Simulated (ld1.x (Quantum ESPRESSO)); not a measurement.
LDA (PZ) TM dataset for Fe, scalar-relativistic all-electron reference.

- Element: iron (Fe)
- Generator: ld1.x (Quantum ESPRESSO) 7.5
- Type: norm-conserving Troullier–Martins (Kleinman–Bylander form)
- Functional: LDA (PZ)
- Relativity: scalar-relativistic
- Frozen core: [Ne]
- Valence charge: 16
- Reference configuration: 3s2 3p6 3d6 4s2 4p0
- Partial waves: 3p (bound): rc 0.95 bohr; 3d (bound): rc 1.75 bohr; 3s (bound): rc 1.40 bohr
- Local potential: the s channel
- Core correction: Bessel-smoothed model core inside 0.65 bohr

Occupied shells without a wave of their own: 4s. They enter only through the test configuration that unscreens the potential, and ld1.x also counts them in the model core charge.

All-electron outer shells of the reference configuration (LDA (PZ), scalar-relativistic, ld1.x):

```json
{"shell": "2s", "level (eV)": "-817.90", "outermost node (bohr)": "0.08", "outermost maximum (bohr)": "0.22"}
{"shell": "2p", "level (eV)": "-698.00", "outermost node (bohr)": "–", "outermost maximum (bohr)": "0.18"}
{"shell": "3s", "level (eV)": "-93.51", "outermost node (bohr)": "0.33", "outermost maximum (bohr)": "0.70"}
{"shell": "3p", "level (eV)": "-59.93", "outermost node (bohr)": "0.30", "outermost maximum (bohr)": "0.72"}
{"shell": "3d", "level (eV)": "-7.75", "outermost node (bohr)": "–", "outermost maximum (bohr)": "0.71"}
{"shell": "4s", "level (eV)": "-5.49", "outermost node (bohr)": "1.01", "outermost maximum (bohr)": "2.38"}
{"shell": "4p", "level (eV)": "-1.44", "outermost node (bohr)": "1.10", "outermost maximum (bohr)": "3.29"}
```

Results:

| Item | Value |
| --- | --- |
| Cutoffs needed | 120 Ry and 160 Ry (the cutoffs (Ry, on a coarse ladder) from which the occupation-weighted sum of valence levels, in a spherical-Bessel basis at the reference potential, stays within 10 and 1 mRy of its value at 400 Ry) |
| Ghost test | no extra level below or beside the all-electron valence levels (p, d, s, f tested) (spherical-Bessel basis up to 400 Ry, 20 bohr box) |
| Largest excitation error | -6811 meV (all-electron minus pseudo) for 3s2 3p6 3d5 4s0 4p0, out of 7 test configurations |

The potential misses its own reference levels by up to 1.2 eV, so it is not fit for use. ld1.x takes every shell without a wave as core, so the model core holds the 4s electrons as well and exchange and correlation see them twice. This cancels in the reference configuration, but the file is broken for other ones, and its errors say nothing about a proper core correction.

Generation and tests took about 1.4 s on one core of a shared server CPU.
